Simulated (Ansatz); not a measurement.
```yaml
crystal:
  periodic: [false, false, false]
  atoms:
    - {symbol: O, position_ang: [0.170461, 1.617513, 0.221427]}
    - {symbol: Si, position_ang: [0.036673, 0.029372, -0.095763]}
    - {symbol: O, position_ang: [1.523667, -0.586193, -0.266918]}
    - {symbol: F, position_ang: [-0.781830, -0.176642, -1.447417]}
    - {symbol: S, position_ang: [-1.003761, -0.950635, 1.454979]}
    - {symbol: H, position_ang: [-0.632742, 2.138324, 0.272006]}
    - {symbol: H, position_ang: [2.128762, -0.142802, -0.864803]}
    - {symbol: H, position_ang: [-1.348930, -1.986037, 0.670689]}
basis:
  gaussian: {orbitals: pcseg-2}
hamiltonian: {xc: {name: PBE1PBE}, dispersion: d4, pseudopotentials: {relativity: scalar}}
accuracy: high
output: {forces: true}
```

```sh
$ ansatz run in.yaml --threads 4 --pin off --events-out ev --progress --plain --max-ram 10444MiB
```

Output, abridged:

```
Error: YAML parse error: error: line 14 column 19: hamiltonian.xc: no functional is named "PBE1PBE"; the names, which are not case-sensitive, are SVWN5, SPW92, PBE, PBE0, PBEsol, revPBE, revPBE0, RPBE, rPW86-PBE, HSE06, wPBEh, LC-wPBE, HISS, HF, BLYP, B3LYP, B3LYP5, BHLYP, CAM-B3LYP, r2SCAN, r2SCANh, r2SCAN0, r2SCAN50, m-r2SCAN, B97, wB97, wB97X, wB97X-V, B97M-V, wB97M-V, B2PLYP, B2GP-PLYP, PBE0-DH, PBE-QIDH
12 | basis:
13 |   gaussian: {orbitals: pcseg-2}
14 | hamiltonian: {xc: {name: PBE1PBE}, dispersion: d4, pseudopotentials: {relativity: s…
15 | accuracy: high
16 | output: {forces: true}
```

In this input the method's name isn't one that the program takes here. The program refused the input.
